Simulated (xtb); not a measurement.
dimethyl carbonate (C₃H₆O₃), singlet, geometry from GFN2-xTB, atoms displaced at random by about 0.05 Å a coordinate. Base run: GFN1-xTB (xtb).

Input for xtb:
```
$ xtb mol.xyz --gfn 1 --opt --json

# file mol.xyz
12

C      2.27664282     0.11976801     0.04307515
O      1.17215411    -0.49370723     0.43254203
C     -0.00016480     0.08971513     0.01084408
O     -0.13275443     1.07600711    -0.67595435
O     -1.02051027    -0.64000548     0.35020435
C     -2.40037063    -0.18589556     0.02502362
H      2.36367365     1.09699413     0.36996050
H      3.09812601    -0.49340103     0.47398375
H      2.49227738     0.08898120    -1.03891742
H     -3.05889228    -0.78653572     0.40279625
H     -2.38399009    -0.10598733    -1.09419293
H     -2.42770171     0.92629158     0.31939007
```

Base: optimiser steps 8.

A changed run: ΔE vs base (kcal/mol) -3.95; optimiser steps 8.

### Question
Name the change that produced these shifts.
A) alpb = cs2
B) opt level = tight
C) opt level = loose
D) opt level = sloppy
E) engine = inertial

### Answer
A, alpb = cs2
